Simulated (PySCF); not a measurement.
C₅H₆OP₃ (charge -1).
Z-matrix (Å and degrees, GFN2-xTB geometry), rows numbered from 1:
```
C 
C   1  1.3326
C   2  1.4412  1  126.03
P   3  1.7492  2  116.45  1   178.15
P   4  2.0860  3   99.62  2  -179.70
C   5  1.7436  4   97.74  3    -0.29
O   6  1.3755  5  122.65  4  -179.60
C   7  1.3931  6  115.70  5    -0.85
P   6  1.7433  5  124.18  4     0.33
H   1  1.0784  2  120.81  3     0.01
H   1  1.0795  2  122.06  3  -179.97
H   2  1.0858  1  119.36  3   179.77
H   8  1.0981  7  111.02  6   -61.43
H   8  1.0980  7  111.00  6    58.26
H   8  1.0917  7  107.04  6   178.42
```

NICS = −σ at a ghost point: NICS(0) at the centroid of the ring atoms, NICS(1) 1 Å to either side along the normal of their mean plane, zz for the tensor component along that normal. Level: GIAO PBE0/pcSseg-1 (PySCF, non-relativistic, gas phase) on the GFN2-xTB geometry, one conformer.

Ring bond lengths (Å), with Mayer bond orders in brackets: C3–P4 1.749 (1.28), P4–P5 2.086 (1.26), P5–C6 1.744 (1.26), C6–P9 1.743 (1.25), P9–C3 1.759 (1.18).

Problem. What do the NICS probes read (ppm)?

Solution. 
```csv
ring,type,NICS(0),"NICS(1), two faces","NICS(1)zz, two faces",rms pucker (Å),"centre to ring atoms, mean (Å)"
C3–P4–P5–C6–P9,5-membered ring with 3 P; formal bonds all aromatic,-10.0,-10.3 / -10.3,-22.1 / -22.0,0.00,1.54
```

Problem. What can be read from them?

Solution. 
- C3–P4–P5–C6–P9: mean NICS(1)zz -22.0 ppm, shielded.

Problem. What is the mean of the two in-plane components of NICS at the second NICS(1) probe listed for ring C3–P4–P5–C6–P9, 1 Å off the ring?

Solution. The isotropic value is a third of the trace: (3 × -10.3 − (-22.0))/2 = -4.5 ppm.

Problem. Give the inner angles of the rings and the Hirshfeld charges of the ring atoms.

Solution. 
- C3–P4–P5–C6–P9: C3 122.0° (-0.160 e), P4 99.6° (-0.162 e), P5 97.7° (-0.189 e), C6 124.2° (-0.082 e), P9 96.5° (-0.098 e); sum 540.0° against 540° for a flat convex ring.
